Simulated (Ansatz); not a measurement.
Cartesian coordinates (Å):
SMILES: N#CC=S
```xyz
5

N      2.0391    -0.1189     0.2889
C      0.8931    -0.0283     0.1912
C     -0.5181     0.1053     0.0565
S     -1.5789    -0.9326     0.6935
H     -0.8351     0.9746    -0.5181
```
Charge 0, spin multiplicity 1.

Method: frozen-core CCSD(T)/cc-pVTZ // B3LYP-D3(BJ)/def2-TZVP (Ansatz, an electronic-structure program). The restricted HF reference is unstable towards unrestricted orbitals.

```
Property                       Result
----------------------  -------------
HF energy               -528.30892 Ha
MP2 correlation energy    -0.66043 Ha
```

Problem. Estimate the CCSD correlation energy, the (T) correction, the total energy and the T1 diagnostic.

Solution. 
- CCSD correlation energy: -0.67549 Ha
- (T) correction: -0.03858 Ha
- CCSD(T) total energy: -529.02300 Ha
- T1 diagnostic: 0.015
